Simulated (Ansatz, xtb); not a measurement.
Relative energy of two isomers of C2H11B2N2P

We compare X, `CBNB(P)NC`, a singlet, with Y, `CNBNB(C)P`, a singlet. Both are isolated molecules in the gas phase, relaxed with B3LYP-D3(BJ)/def2-SVP, each in the lowest conformer that the search found.

Task: Estimate which is lower in electronic energy at CCSD(T)/def2-SVP + ΔMP2/def2-TZVPP, and by roughly how much.

Result: The CCSD(T)/def2-SVP + ΔMP2/def2-TZVPP calculation puts structure Y lower, by 1.20 kcal/mol.

The same difference at several levels:

```
                             level               geometry  E(Y) − E(X) (kcal/mol)  departure from the last row (kcal/mol)  job, with rough time for the two
                          GFN2-xTB               GFN2-xTB                     −1.58                                   −0.38               optimisation, 1.3 s
                         HF/STO-3G               GFN2-xTB                     −1.67                                   −0.47              single point, 0.94 s
                r2SCAN-D4/def2-SVP               GFN2-xTB                     −1.70                                   −0.50               single point, 6.1 s
             B3LYP-D3(BJ)/def2-SVP  B3LYP-D3(BJ)/def2-SVP                     −1.35                                   −0.14             optimisation, 3.1 min
                       HF/def2-SVP  B3LYP-D3(BJ)/def2-SVP                     −2.01                                   −0.81           part of the CCSD(T) run
                      MP2/def2-SVP  B3LYP-D3(BJ)/def2-SVP                     −1.50                                   −0.30           part of the CCSD(T) run
                  CCSD(T)/def2-SVP  B3LYP-D3(BJ)/def2-SVP                     −1.49                                   −0.29                      single point
CCSD(T)/def2-SVP + ΔMP2/def2-TZVPP  B3LYP-D3(BJ)/def2-SVP                     −1.20                                                     single point, 2.7 min
```

As drawn, both hold the same kinds of bond in the same numbers.

The levels shown agree on the order. The largest departure from CCSD(T)/def2-SVP + ΔMP2/def2-TZVPP is that of HF/def2-SVP, 0.81 kcal/mol. The last row adds to CCSD(T) the change of the MP2 difference between the two basis sets, here +0.29 kcal/mol.

With thermal terms from frequencies at re-optimised GFN2-xTB minima (ideal gas, soft modes damped towards free rotors, one conformer each, 298.15 K, 1 atm): the zero-point term adds +0.20 kcal/mol; ΔH is −1.06 and ΔG −0.84 kcal/mol.

The correlated steps freeze 11 core orbitals. Codes used: Ansatz 0.2.0, xtb 6.7.1; the last row on 2 threads of Intel(R) Xeon(R) Processor @ 2.70GHz on a shared host.
